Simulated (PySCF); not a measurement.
**C⁺: excitation energy**

C⁺ [He] 2s2 2p1 (2P) → C⁺ [He] 2s1 2p2 (4P), as a difference of total energies. Computed with PySCF 2.14 in aug-cc-pV5Z (7s6p5d4f3g2h, 127 functions), with the non-relativistic Hamiltonian (point nucleus). Correlated levels: valence: 1s2 frozen. The calculations carry no spin-orbit coupling.

| method | excitation energy (eV) | error (eV) |
| --- | --- | --- |
| UHF | 3.636 | -1.695 |
| LDA | 4.903 | -0.428 |
| PBE | 4.927 | -0.404 |
| PBE0 | 4.835 | -0.496 |
| r2SCAN | 4.371 | -0.960 |
| TPSSh | 5.168 | -0.163 |
| PBEsol | 4.816 | -0.515 |
| BHandHLYP | 5.289 | -0.042 |
| MP2 (valence) | 4.803 | -0.528 |
| SCS-MP2 (valence) | 5.258 | -0.073 |

Reference: 5.331 eV (measured; NIST levels, between the centres of gravity of the two terms).

Errors of the correlated levels include the incompleteness of this basis and the frozen core.
